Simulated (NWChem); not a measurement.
Species: ethylene carbonate (C₃H₄O₃); SMILES O1CCOC1=O

```xyz
10

O      0.0000     0.0000    -2.0302
C      0.0000     0.0000    -0.8454
O      0.0883    -1.1010    -0.0685
C     -0.1253    -0.7530     1.2855
C      0.1253     0.7530     1.2855
O     -0.0883     1.1010    -0.0685
H      0.5693    -1.3168     1.9225
H     -1.1598    -1.0085     1.5694
H     -0.5693     1.3168     1.9225
H      1.1598     1.0085     1.5694
```
Atoms are numbered in this order, from 1.

All runs: NWChem. Pople sets run with spherical d functions. STO-3G and 3-21G are far too small for this property and stand as cheap habits. Coordinates come from a PBE0/def2-SVP optimisation. Vertical excitations in the gas phase; the lowest state need not have the same character in each row.

```csv
level,basis functions,"lowest excitation, singlet (eV)",oscillator strength of that lowest state,orbital gap (eV),relative time
"PBE0/3-21G, TDA",62,7.08,0.000,9.59,1
"PBE0/6-31G*, TDA",92,7.19,0.000,9.71,2
"PBE0/6-31+G*, TDA",116,7.15,0.000,8.82,5
"PBE0/def2-SVP, TDA",104,7.18,0.000,9.66,2
```

Times are rough ratios from one shared machine.
